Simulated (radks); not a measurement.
Spherical quantum dot in the effective-mass picture: electrons in a parabolic well V = omega^2 r^2 / 2 with omega = 0.0759, with a point charge +1 (a donor) at the centre, all in effective atomic units (hartree* = m*/eps^2 hartree, bohr* = eps/m* bohr), one dielectric constant everywhere. Method: non-relativistic Kohn-Sham, LDA (Slater exchange, Perdew-Wang correlation), spin-polarised, spherical densities; computed with a radial shooting solver with Libxc functionals. Levels are named by radial order and angular momentum (1s, 1p, 1d, 2s, ...), and open shells are averaged over m. Results are scaled to m* = 0.031 and eps = 4.5, for which hartree* = 41.66 meV and bohr* = 7.682 nm.

N = 21, configuration 1s2 1p6 1d10 2s2 1f(up 1, down 0). This is the lowest configuration that the search found (a dilute case). Occupied levels:

| level | occupation | eigenvalue (meV) | <r> (nm) |
|---|---|---|---|
| 1s down | 1 | 76.759 | 23.72 |
| 1s up | 1 | 76.761 | 24.13 |
| 2s up | 1 | 78.189 | 80.16 |
| 2s down | 1 | 78.250 | 80.22 |
| 1p up | 3 | 78.399 | 85.81 |
| 1p down | 3 | 78.464 | 85.48 |
| 1d up | 5 | 79.156 | 91.53 |
| 1d down | 5 | 79.228 | 91.39 |
| 1f up | 1 | 80.117 | 96.26 |

Energy (meV): total 913.892, kinetic 52.193, external 193.74, Hartree 768.94, exchange-correlation -100.98.

Electron density:

| r (nm) | n(r) (e/nm^3) |
|---|---|
| 3.49 | 0.0003078 |
| 16.7 | 0.00001954 |
| 29.8 | 2.915e-06 |
| 43.0 | 1.722e-06 |
| 56.1 | 2.571e-06 |
| 69.3 | 3.618e-06 |
| 82.5 | 3.989e-06 |
| 95.6 | 3.212e-06 |
| 109 | 1.706e-06 |
| 122 | 5.381e-07 |
| 135 | 9.716e-08 |
| 148 | 9.972e-09 |
| 161 | 5.785e-10 |
| 175 | 1.999e-11 |
